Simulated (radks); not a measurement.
Numerical settings for the zinc ion Zn2+, [Ar] 3d10. Method: scalar-relativistic Kohn-Sham, PBE, spin-unpolarised, spherical densities, point nucleus; computed with a radial shooting solver on a logarithmic mesh with Libxc functionals. The defaults (mesh step 0.008 in ln r, mesh end at 40 bohr or more with all orbitals vanishing there, Anderson mixing 0.5 over 9 steps, residual threshold near 1e-9 with the energy settled to 1e-9 hartree or 1e-11 of itself, here a cap of 91 iterations) give E = -1794.9776 hartree and 3d at -30.856 eV in 15 iterations. Run on one thread of a shared host, so times are rough (Arm Neoverse V2): 0.07 s of CPU time, 0.07 s wall, 15 iterations on 2476 mesh points. Changes against that run (0 stands for a change within the tolerance of the run):

setting                    iterations  converged  E (mhartree)  e(3d) (meV)  CPU (s)
mesh step in ln r 0.02             15        yes             0            0     0.03
mesh step in ln r 0.03             15        yes     +0.000509            0     0.02
mesh step in ln r 0.2               3         no      diverged            -        0
mesh end (bohr) 2                  15        yes      +1.5e+03    +1.76e+04     0.06
mesh end (bohr) 3                  15        yes          +105    +2.52e+03     0.07
residual threshold 1e-16           91         no             0            0     0.21
residual threshold 0.1             11        yes             0        -0.81     0.06
mixing 2.5                         21        yes             0            0     0.11
linear mixing, mixing 1            91         no     +3.91e+04    -3.63e+05     0.89
linear mixing, mixing 0.5          31        yes             0            0     0.12
mixing history 20                  23        yes             0            0      0.1
iteration cap 5                     5         no         +21.8    +1.95e+03     0.03

Settings that end as converged yet miss the energy by more than 1 mhartree: mesh end (bohr) 2 (+1.5 hartree); mesh end (bohr) 3 (+0.105 hartree). A mesh that ends early acts as a hard wall.
